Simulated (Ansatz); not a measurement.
`F[SiH](F)O[SiH2]`, charge 0, multiplicity 2.

(1) Give a relaxed structure at PBE0-D4/def2-TZVP (Ansatz). (Estimate.)

## Answers

(1) The calculation gave: 
```xyz
8

F     2.1005   -0.0580   -0.6721
Si    1.1708    0.3410    0.5436
F     1.2701    1.9110    0.6973
O    -0.3450   -0.0807    0.2374
Si   -1.6822   -0.1277   -0.7244
H     1.6575   -0.3024    1.7650
H    -2.7829   -0.7249    0.0797
H    -1.3888   -0.9582   -1.9264
```
